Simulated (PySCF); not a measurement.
## Electronic absorption of BGe2H9Si

BGe2H9Si.
SMILES: `[BH2][Ge@H]([SiH3])[GeH3]`

Theory: TDDFT B3LYP/def2-SVPD, vertical, gas phase, core orbitals frozen in the response (PySCF). One conformer (not necessarily the lowest) at the PBE0-D3(BJ)/def2-SVP geometry, without solvent, vibrations or thermal averaging. Relativistic effects, spin–orbit coupling among them, are left out although an element past zinc is present.

**Question.** List the vertical singlet excitations with oscillator strengths and describe the spectrum.

**Answer.** 

```
state  E (eV)  E (kJ/mol)  λ (nm)       f  |μ| (D)  main configurations (H = HOMO, L = LUMO)
   S1    3.92         378   316.6   0.021     1.19                    H-1→L (55%), H→L (39%)
   S2    4.40         425   281.8   0.100     2.45                    H→L (57%), H-1→L (41%)
   S3    4.83         466   256.8  0.0078     0.65                               H-2→L (93%)
   S4    5.79         559   214.1  0.0007     0.18     H-5→L (49%), H-7→L (24%), H-3→L (22%)
   S5    6.05         584   204.9  0.0045     0.44     H-3→L (56%), H-4→L (22%), H-5→L (17%)
   S6    6.14         592   202.0   0.030     1.14                  H-4→L (75%), H-3→L (21%)
   S7    6.40         617   193.8  0.0040     0.40                               H-6→L (96%)
   S8    6.52         629   190.2  0.0009     0.19                  H-7→L (67%), H-5→L (28%)
   S9    6.59         636   188.1   0.039     1.24                H-1→L+1 (49%), H→L+1 (40%)
  S10    6.71         648   184.7   0.035     1.17                H→L+2 (76%), H-1→L+1 (19%)
```

Triplets (Tamm–Dancoff): T1 3.26 eV, H-1→L (49%), H→L (43%); T2 3.78 eV, H→L (54%), H-1→L (45%); T3 4.53 eV, H-2→L (76%), H-5→L (10%); T4 5.33 eV, H-5→L (37%), H-7→L (36%), H-2→L (16%).

The lowest singlet lies at 3.92 eV (317 nm, ultraviolet) and is weak; its leading configuration is HOMO-1→LUMO (55%). The strongest level in the table is S2 at 4.40 eV (282 nm, f = 0.100). Löwdin shares by element: HOMO germanium 59%, boron 13%, silicon 6% (atoms not listed hold the other 22%); LUMO boron 52%, hydrogen 17% or more, germanium 15% or more (atoms not listed hold the other 16%). Orbital energies (eV): HOMO-3 -9.45, HOMO-2 -8.59, HOMO-1 -7.72, HOMO -7.62, LUMO -2.67, LUMO+1 -0.30, LUMO+2 -0.05. The listed states span 2.80 eV, and the widest gap between neighbours is 0.96 eV (S3 to S4). Weighted by f, the mean energy of these states is 5.34 eV. The vertical ionisation energy (ΔSCF) is 9.56 eV, 2.85 eV above S10. Singlets were solved by full linear response, triplets in the Tamm–Dancoff approximation.
